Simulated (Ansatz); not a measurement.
Basis-set series for C2H7AlClN (`C[NH][Al]([CH3])[Cl]`). Total charge 0; spin multiplicity 1. Geometry: relaxed with PBE0-D4/def2-TZVP. It is one conformer, not always the lowest.

Z-matrix (Å, degrees):
```
C
N 1 1.447
H 1 1.096 2 112.3
H 1 1.096 2 112.3 3 121.6
H 1 1.093 2 110.1 3 -119.2
Al 2 1.762 1 128.9 3 119.2
H 2 1.009 1 112.2 3 -60.8
Cl 6 2.108 2 115.1 1 -180.0
C 6 1.937 2 124.3 1 -0.0
H 9 1.094 6 110.7 2 121.3
H 9 1.094 6 110.7 2 -120.4
H 9 1.093 6 112.5 2 0.4
```

```
functional       basis  functions  energy (Eh)  HOMO (eV)  LUMO (eV)
   PBE0-D4  def2-TZVPP        275   -837.57552      -6.92       0.04
   PBE0-D4  def2-QZVPP        521   -837.60491      -6.95      -0.22
   ωB97M-V  def2-TZVPP        275   -837.88982      -9.25       1.48
   ωB97M-V  def2-QZVPP        521   -837.91809      -9.29       0.98
```

(1) Give the rows for def2-SVP. (An estimate is asked.)

Results:

(1) Ansatz gave: 
| functional | basis | functions | energy (Eh) | HOMO (eV) | LUMO (eV) |
| --- | --- | --- | --- | --- | --- |
| PBE0-D4 | def2-SVP | 113 | -837.17802 | -6.79 | 0.27 |
| ωB97M-V | def2-SVP | 113 | -837.48637 | -9.10 | 1.91 |

Positive LUMOs are unbound and depend on the basis.
